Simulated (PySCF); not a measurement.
Spectra and structures to be paired. Computed with TDDFT CAM-B3LYP/def2-SVPD, vertical, gas phase, core orbitals frozen in the response (PySCF 2.14.0, density-fitted response routines). Geometries: GFN2-xTB; one conformer of each isolated species. Triplets are in the Tamm–Dancoff approximation. Ions are computed without counter-ions or solvent.

A. `CC(F)(F)C(=O)Cl`
B. `CCC1=CP1C`
C. `C=CCPC=C`
D. `OCCC[PH2+]CO`

Lowest singlet levels (six at most, fewer where fewer were computed) with oscillator strengths:

1. 234 nm (f 0.004); 216 nm (f 0.022); 213 nm (f 0.012); 193 nm (f 0.009); 189 nm (f 0.065); 179 nm (f 0.023); T1 4.13 eV
2. 214 nm (f 0.226); 200 nm (f 0.056); 191 nm (f 0.003); 187 nm (f 0.029); 179 nm (f 0.088); 173 nm (f 0.085); T1 4.09 eV
3. 167 nm (f 0.005); 162 nm (f 0.007); 161 nm (f 0.003); 153 nm (f 0.023); 151 nm (f 0.003); 145 nm (f 0.004); T1 7.21 eV
4. 253 nm (f 0.001); 193 nm (f 0.002); 178 nm (f 0.031); 151 nm (f 0.028); 150 nm (f 0.022); 147 nm (f 0.005); T1 4.36 eV

Task: Which spectrum belongs to which structure?

Result: 1 = B, 2 = C, 3 = D, 4 = A.
- A: S1 at 4.91 eV, HOMO→LUMO (96%); Löwdin shares by element: HOMO oxygen 50%, chlorine 21%, carbon 17% or more; LUMO carbon 45% or more, oxygen 33%, chlorine 13%; HOMO -10.57 and LUMO -0.82 eV.
- B: S1 at 5.29 eV, HOMO→LUMO (86%); Löwdin shares by element: HOMO carbon 48% or more, phosphorus 44%; LUMO carbon 59% or more, hydrogen 9% or more, phosphorus 9% (atoms not listed hold the other 23%); HOMO -7.64 and LUMO 1.18 eV.
- C: S1 at 5.80 eV, HOMO→LUMO (88%); Löwdin shares by element: HOMO phosphorus 44%, carbon 38% or more (atoms not listed hold the other 18%); LUMO carbon 60% or more, phosphorus 12%, hydrogen 6% or more (atoms not listed hold the other 23%); HOMO -7.93 and LUMO 0.84 eV.
- D: S1 at 7.43 eV, HOMO→LUMO (72%), HOMO→LUMO+3 (11%), HOMO→LUMO+1 (10%); Löwdin shares by element: HOMO oxygen 58% or more, carbon 27% or more (atoms not listed hold the other 15%); LUMO phosphorus 30%, hydrogen 23% or more, carbon 12% or more (atoms not listed hold the other 34%); HOMO -13.79 and LUMO -3.26 eV.
